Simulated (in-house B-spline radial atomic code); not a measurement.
Results of a calculation; reference values are marked as such.
# Two electrons in Si: a spherical dot of radius 29.8 nm with hard walls

For Si the NSM archive of the Ioffe Institute lists m_l = 0.98 m0, m_t = 0.19 m0 and ε = 11.7; the model takes one isotropic valley with the conductivity mass 3/(1/m_l + 2/m_t) = 0.26 m0, and so misses anisotropy and the other valleys. All triplets below are those of one valley; with several valleys two electrons can form a triplet in the 1s orbital itself, at an energy set by the valley splitting.

Effective-mass model with parabolic bands, a uniform dielectric constant, no image charges, no central-cell or spin-orbit terms. Two-electron levels come from full CI in B-splines with partial waves to l = 5 (up to 0.001 effective hartree above the limit).

(1) What are the effective units, and what is the potential in them?

In these units the lowest s and p orbitals lie at 0.031583 and 0.064610, and their Coulomb and exchange integrals are J_ss = 0.142886, J_sp = 0.129574 and K_sp = 0.02877. (For an empty sphere J_ss = 1.786/R.) Full CI gives 0.170676 for the ground singlet, 0.186819 for the sp triplet, 0.214252 for the sp singlet and 0.266135 for the lowest triplet of two s orbitals.

(2) What does it cost to add the second electron, to first order and exactly?

(3) How far above the singlet do the triplets lie?

## Answers

(1) Ha* = 27211.386 meV × 0.26/11.7² = 51.68 meV and a* = 0.0529177 nm × 11.7/0.26 = 2.381 nm. The radius is R = 12.5 a*. The one-electron levels are π²/2R² = 0.0316 and 4.4934²/2R² = 0.0646 Ha*.

(2) To first order E = 2ε_s + J_ss = 0.206051, so the charging energy E(2) − 2E(1) is J_ss = 7.385 meV. CI gives 0.170676 − 2 × (0.031583) = 0.107511, or 5.557 meV: relaxation and correlation lower it by 1.828 meV, 24.8 % of J_ss. The s² configuration of one-electron orbitals holds 75.6 % of the state, and the mean radius is 17 nm.

(3) To first order the sp triplet lies at ε_s + ε_p + J_sp − K_sp = 0.196995, which is 0.4681 meV below 2ε_s + J_ss, so first order fails: the exact ground state of two electrons is a singlet. CI gives 0.186819 − (0.170676) = 0.016142, or 0.8343 meV, 49 % of the orbital spacing of 1.707 meV. The ss triplet lies 4.934 meV up, so the lower of the two is the sp one, and its gap equals k_BT at 9.68 K. The sp singlet-triplet splitting is 1.418 meV, against 2K_sp = 2.974 meV.
